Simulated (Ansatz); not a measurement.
Two isomers of CH5F2NOSi: A = `N[SiH2]C(O)(F)F`, B = `N[C@@H](F)[Si@@H](O)F`.

Isolated molecules relaxed with PBE0-D4/def2-TZVP in Ansatz; ΔE leaves out vibrations. CCSD(T)/CBS is the MP2 limit (def2-TZVPP, def2-QZVPP) plus CCSD(T) − MP2 in def2-TZVPP, frozen cores. Functionals use def2-TZVPP. B3LYP here is the variant with VWN-RPA as its local correlation; programs differ in this. One conformer a species, not always the lowest.

A:

```xyz
11

N     1.065   -1.388    0.835
Si   -0.055   -0.112    0.991
C    -0.639    0.639   -0.692
O     0.398    1.154   -1.394
F    -1.589    1.607   -0.486
F    -1.284   -0.307   -1.453
H     0.759   -2.296    0.524
H     2.009   -1.201    0.539
H    -1.291   -0.615    1.632
H     0.562    1.010    1.734
H     0.065    1.509   -2.230
```

B:

Z-matrix (Å, degrees):
```
C
F 1 1.431
Si 1 1.887 2 105.8
N 1 1.397 2 113.5 3 122.5
H 1 1.094 2 104.7 3 -118.0
O 3 1.632 1 105.1 2 85.9
F 3 1.595 1 109.0 2 -155.3
H 3 1.479 1 113.4 2 -36.9
H 4 1.010 1 114.5 2 62.6
H 4 1.010 1 114.0 2 -67.3
H 6 0.957 3 119.9 1 -164.0
```

(1) Which isomer does CCSD(T)/CBS put lower? Give the gap. (Best estimate.)

(2) Give E(B) − E(A) in kcal/mol with ωB97M-V, B3LYP, PBE-D4, B3LYP-D4, r2SCAN-D4, HF/def2-TZVPP, MP2/def2-TZVPP. (Best estimate.)

Largest T1 diagnostic: 0.012.

Answers

(1) Computed: B, by 56.9 kcal/mol.

(2) Computed: ωB97M-V -54.2, B3LYP -55.0, PBE-D4 -52.1, B3LYP-D4 -55.3, r2SCAN-D4 -54.2, HF/def2-TZVPP -55.0, MP2/def2-TZVPP -58.1. None reverses the order clearly.

From PBE to PBE0 (25 % exact exchange), in def2-TZVPP and without D4, E(B) − E(A) moves by −1.0 kcal/mol.
